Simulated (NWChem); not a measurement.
## Ionisation of F4MoO

SMILES: [Mo]([F])([F])([F])(=[O])[F]
```xyz
6

Mo    -0.0593     0.0590     0.0000
O     -1.2396     1.2362     0.0000
F      1.2854    -1.2807     0.0000
F     -0.6057    -0.6700     1.5620
F     -0.6057    -0.6700    -1.5620
F      1.3046     1.2464     0.0000
```
Charge 0, spin multiplicity 1.

The numbers come from NWChem runs, not from measurements. All single points use one geometry, from PBE0/def2-SVP with def2 effective core potentials on Mo, a minimum by its harmonic frequencies.

Basis set: def2-TZVP. −ε marks an orbital energy of the parent.

Effective core potentials replace the inner electrons of Mo; spin-orbit coupling is left out. The structure started from a generated list of species.

### Question
One of these methods gave a first vertical ionisation energy of 16.00 eV. Which?
A. G0W0@PBE0
B. −ε(HOMO) of HF
C. G0W0@CAM-B3LYP

### Answer
B, −ε(HOMO) of HF. The others give 13.51 (G0W0@CAM-B3LYP), 13.03 (G0W0@PBE0).
